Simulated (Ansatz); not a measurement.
## PdH, doublet: energies of several shapes or isomers

Calculated in Ansatz's Gaussian-basis code. Basis cc-pwCVTZ-PP on Pd, cc-pVTZ on H, scalar-relativistic core potentials (28 electrons on Pd), no spin–orbit coupling, no frozen core; active space CAS(11,7), shells under the valence barred from it. Restricted Hartree–Fock, then the lowest state-specific CASSCF solution met for each case. Coupled cluster stands on the determinant that it favours, not always the lowest RHF. On stretched bonds single-reference methods can fail or change state. Solutions in different active orbitals can move differences by tenths of an eV and at times more than 1 eV.

Case A: bond length 1.5290 Å.

Case B: bond length 1.7584 Å.

Energy less that of case A, in eV:

```json
{"case": "B", "RHF/ROHF": "+0.008", "CASSCF": "+0.055", "CCSD(T)": "+0.308"}
```

**Question.** Give the SC-NEVPT2 energies against case A.

**Answer.** B: +0.446 eV (10.3 kcal/mol).
